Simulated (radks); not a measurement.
These are the eigenvalues of the occupied orbitals of an atom or ion with whole-number occupations (hartree). Method: non-relativistic Kohn-Sham, BLYP, spin-polarised, spherical densities, point nucleus; computed with a radial shooting solver on a logarithmic mesh with Libxc functionals.

1s up: -1618.797
1s down: -1618.797
2s up: -255.6717
2s down: -255.6696
2p up: -242.8106
2p down: -242.8095
3s up: -55.77633
3s down: -55.69099
3p up: -50.09936
3p down: -50.02126
3d up: -39.51484
3d down: -39.45797
4s up: -10.91576
4s down: -10.73627
4p up: -8.73262
4p down: -8.55389
4d up: -4.86243
4d down: -4.68585
5s up: -1.42568
5s down: -1.34415
5p up: -0.84660
5p down: -0.78314
4f up: -0.25105
6s up: -0.12096
6s down: -0.11506

Which element is it, and in what charge state? The configuration may be excited. Open shells, if any, are filled with parallel spins first.

Answer. Z = 62, samarium, charge 0: Sm in [Xe] 4f6 6s2. The list shows which subshells hold electrons but not how many an open one holds; the 1s level, -1618.8 hartree, gives Z - s = 56.9 by -(Z - s)^2/2, which with screening narrows Z to a few neighbours, and the depths of the outer levels then fix element, charge and occupations together.
